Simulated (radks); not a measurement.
Valence configurations of Be I (all share [He]). All-electron calculation, scalar-relativistic Kohn-Sham, PBE, spin-polarised, spherical densities, point nucleus; open shells are filled with parallel spins first. Program: a radial shooting solver on a logarithmic mesh with Libxc functionals. Energies are relative to 2s2; eigenvalues in eV for spin up.

valence      E (eV)  moment (Bohr magnetons)   e(2p)   e(2s)
2s2           0.000                        0       -  -5.610
2s1 2p1       2.442                        2  -3.034  -6.810
2p2           6.207                        2  -3.406       -
2s1.5 2p0.5   1.530                        1  -2.655  -6.346
2s0.5 2p1.5   4.327                        2  -3.229  -6.995

NIST lists [He] 2s2 as the ground configuration; this level of theory agrees among the configurations tried. The energies are those of spherical high-spin densities, not of single terms.
